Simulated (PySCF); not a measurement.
## Electron correlation in Bi²⁺ (bismuth, charge +2)

Starting occupation: [Xe] 4f14 5d10 6s2 6p1, 6p3/2 with m_j = +3/2. Computed with PySCF 2.14 in x2c-TZVPall-2c, with X2C-1e with screened-nucleus spin-orbit coupling, Gaussian nucleus. Frozen: [Kr] 4d10 4f14; 21 electrons correlated; the 24 highest virtual spinors left out.

MP2 pair energies summed by pair of shells (mhartree):

```csv
pair,energy,share (%)
5d3/2-5d5/2,-105.14,21.7
5d5/2-5d5/2,-75.40,15.5
5d5/2-6s1/2,-54.43,11.2
5d3/2-6s1/2,-35.33,7.3
5d3/2-5d3/2,-31.52,6.5
5d5/2-5p3/2,-27.85,5.7
5d3/2-5p3/2,-19.73,4.1
6s1/2-6s1/2,-16.47,3.4
5d5/2-5p1/2,-13.86,2.9
6p3/2-6s1/2,-13.68,2.8
5d5/2-6p3/2,-13.06,2.7
5p3/2-5p3/2,-9.80,2.0
5p1/2-5p3/2,-9.27,1.9
5d3/2-5p1/2,-8.96,1.8
5d5/2-5s1/2,-8.43,1.7
5d3/2-6p3/2,-8.19,1.7
5p3/2-6s1/2,-7.72,1.6
5p3/2-5s1/2,-6.71,1.4
5d3/2-5s1/2,-5.70,1.2
5p1/2-5s1/2,-3.36,0.7
5p1/2-6s1/2,-2.92,0.6
5p1/2-5p1/2,-2.42,0.5
5s1/2-5s1/2,-1.88,0.4
5p3/2-6p3/2,-1.60,0.3
5s1/2-6s1/2,-1.01,0.2
5p1/2-6p3/2,-0.64,0.1
5s1/2-6p3/2,-0.22,0.0
```

Total MP2 correlation energy: -485.29 mhartree.

This basis was not built for core-valence correlation, so the inner-shell part is incomplete.
